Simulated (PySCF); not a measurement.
WOBr3 (doublet state).
Bonds: W1–O2, W1–Br3, W1–Br4, W1–Br5.

Method: PBE0-D3(BJ)/def2-SVP geometry optimisation, gas phase, def2 core potentials past Kr in PySCF.

Task: List the bond lengths and angles at this level.

Result: 
```csv
bond,length (bohr)
W1–O2,3.173
"W1–Br3, W1–Br4, W1–Br5",4.559
```

Bonds in one row agree within 0.02 bohr and their mean is given. A selection of angles:
```csv
angle,degrees
O2–W1–Br3,119.1
O2–W1–Br4,108.2
Br3–W1–Br4,111.7
Br3–W1–Br5,110.3
Br4–W1–Br5,98.8
```

All 3 Br–W bonds measure 2.411 to 2.413 Å. W1 (tungsten bonded to 3 Br and O) is distorted tetrahedral (angles from 98.8° to 119.1°).

Point group: Cs (every atom within 0.08 Å of its image). No PBE0-D3(BJ)/def2-SVP frequencies stand behind this structure, so it isn't proved a minimum. ⟨S²⟩ = 0.756 (exact for a doublet: 0.75).

Time: 2.0 min. Hardware: an x86-64 server with one thread, shared host. This is the geometry optimisation.

Caution for open-shell metal species: one SCF solution and one stationary point were followed, and a lower state or a bent or distorted shape isn't ruled out.
